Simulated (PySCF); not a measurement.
CH4BrClOSi, SMILES [Si](Br)(O)(C)Cl. Coordinates come from a PBE0-D3(BJ)/def2-SVP optimisation. This is a generated structure with no PubChem entry under its InChIKey; it may be hypothetical. One conformer was computed; it need not be the lowest.

Computed equilibrium geometry at PBE0-D3(BJ)/def2-SVP (PySCF confirms it by a frequency run) as a Z-matrix (one conformer of several):
```
Si
O 1 1.6462
H 2 0.9626 1 117.85
C 1 1.8436 2 108.82 3 178.07
H 4 1.0992 1 110.40 2 179.64
H 4 1.1000 5 108.88 1 -120.81
H 4 1.1004 5 108.87 6 -118.62
Cl 1 2.0661 2 109.87 3 -60.54
Br 1 2.2266 2 109.88 3 56.68
```
